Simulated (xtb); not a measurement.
xtb input (GFN2-xTB):

```bash
xtb mol.xyz --gfn 2 --sp --chrg -1 --uhf 0
```
mol.xyz:
```
8

F      2.12166460    -0.06449646     0.02732137
C      0.77091682     0.15520145    -0.02866003
C      0.16827604     1.34442456    -0.28934791
C     -1.28015351     1.31667027    -0.29249348
C     -1.67766539     0.05204728    -0.02183021
S     -0.31812826    -1.15459255     0.24739651
H      0.77047534     2.22991974    -0.47682383
H     -2.66364840    -0.38603223     0.06657721
```

End of the output:

```
         :::::::::::::::::::::::::::::::::::::::::::::::::::::
         ::                     SUMMARY                     ::
         :::::::::::::::::::::::::::::::::::::::::::::::::::::
         :: total energy             -17.674004815084 Eh    ::
         :: gradient norm              0.037825512254 Eh/a0 ::
         :: HOMO-LUMO gap              2.378604034129 eV    ::
         ::.................................................::
         :: SCC energy               -17.844123200529 Eh    ::
         :: -> isotropic ES            0.121067011627 Eh    ::
         :: -> anisotropic ES          0.000244744906 Eh    ::
         :: -> anisotropic XC          0.002030391269 Eh    ::
         :: -> dispersion             -0.006852454977 Eh    ::
         :: repulsion energy           0.170118385445 Eh    ::
         :: add. restraining           0.000000000000 Eh    ::
         :: total charge              -1.000000000000 e     ::
         :::::::::::::::::::::::::::::::::::::::::::::::::::::

           -------------------------------------------------
          |                Property Printout                |
           -------------------------------------------------

    * Orbital Energies and Occupations

         #    Occupation            Energy/Eh            Energy/eV
      -------------------------------------------------------------
         1        2.0000           -0.6411641             -17.4470
       ...           ...                  ...                  ...
         4        2.0000           -0.4008811             -10.9085
         5        2.0000           -0.3753917             -10.2149
         6        2.0000           -0.3554834              -9.6732
         7        2.0000           -0.3476701              -9.4606
         8        2.0000           -0.3374452              -9.1824
         9        2.0000           -0.3223225              -8.7708
        10        2.0000           -0.2732864              -7.4365
        11        2.0000           -0.2591917              -7.0530
        12        2.0000           -0.2590216              -7.0483
        13        2.0000           -0.2415744              -6.5736
        14        2.0000           -0.1900179              -5.1707
        15        2.0000           -0.1683271              -4.5804
        16        2.0000           -0.1267351              -3.4486 (HOMO)
        17                         -0.0393230              -1.0700 (LUMO)
        18                         -0.0105951              -0.2883
        19                          0.0566018               1.5402
        20                          0.0640385               1.7426
        21                          0.1643561               4.4724
        22                          0.2076843               5.6514
        23                          0.2172537               5.9118
        24                          0.2568678               6.9897
        25                          0.3155936               8.5877
        26                          0.3840871              10.4515
        27                          0.4488699              12.2144
       ...                                ...                  ...
        31                          0.8158182              22.1995
      -------------------------------------------------------------
                  HL-Gap            0.0874121 Eh            2.3786 eV
             Fermi-level           -0.0830290 Eh           -2.2593 eV

     #   Z          covCN         q      C6AA      α(0)
     1   9 F        0.793    -0.295    12.266     4.137
     2   6 C        2.770     0.162    24.485     8.104
     3   6 C        3.095    -0.064    29.465     8.896
     4   6 C        2.042    -0.290    39.834    10.194
     5   6 C        2.957    -0.028    28.695     8.786
     6  16 S        2.145    -0.388   158.175    21.168
     7   1 H        0.925    -0.043     3.917     3.095
     8   1 H        0.925    -0.055     4.204     3.206

 Mol. C6AA /au·bohr⁶  :       1763.177500
 Mol. C8AA /au·bohr⁸  :      54916.548659
 Mol. α(0) /au        :         67.586483

Wiberg/Mayer (AO) data.
largest (>0.10) Wiberg bond orders for each atom

 ---------------------------------------------------------------------------
     #   Z sym  total        # sym  WBO       # sym  WBO       # sym  WBO
 ---------------------------------------------------------------------------
     1   9 F    1.019 --     2 C    0.902
     2   6 C    3.801 --     3 C    1.610     6 S    1.125     1 F    0.902
                             5 C    0.125
     3   6 C    3.958 --     2 C    1.610     4 C    1.176     7 H    0.962
                             6 S    0.130
     4   6 C    3.286 --     5 C    1.826     3 C    1.176     6 S    0.230
     5   6 C    3.864 --     4 C    1.826     8 H    0.971     6 S    0.899
                             2 C    0.125
     6  16 S    2.442 --     2 C    1.125     5 C    0.899     4 C    0.230
                             3 C    0.130
     7   1 H    0.998 --     3 C    0.962
     8   1 H    0.997 --     5 C    0.971
 ---------------------------------------------------------------------------

Topologies differ in total number of bonds
Writing topology from bond orders to xtbtopo.mol

molecular dipole:
                 x           y           z       tot (Debye)
 q only:        0.267      -0.095       0.022
   full:        0.668      -0.206       0.049       1.780
molecular quadrupole (traceless):
                xx          xy          yy          xz          yz          zz
 q only:       -5.465       1.414      -0.721      -0.381       1.575       6.185
  q+dip:       -5.320       5.591      -1.829      -1.289       2.073       7.149
   full:       -5.098       5.536      -2.813      -1.281       2.468       7.911

           -------------------------------------------------
          | TOTAL ENERGY              -17.674004815084 Eh   |
          | GRADIENT NORM               0.037825512254 Eh/α |
          | HOMO-LUMO GAP               2.378604034129 eV   |
           -------------------------------------------------

------------------------------------------------------------------------
------------------------------------------------------------------------
Note: The following floating-point exceptions are signalling: IEEE_UNDERFLOW_FLAG IEEE_DENORMAL
normal termination of xtb
 total:
 SCF:
```

It need not be the lowest isomer of its formula. Whether it binds its extra electron was not tested at this geometry.
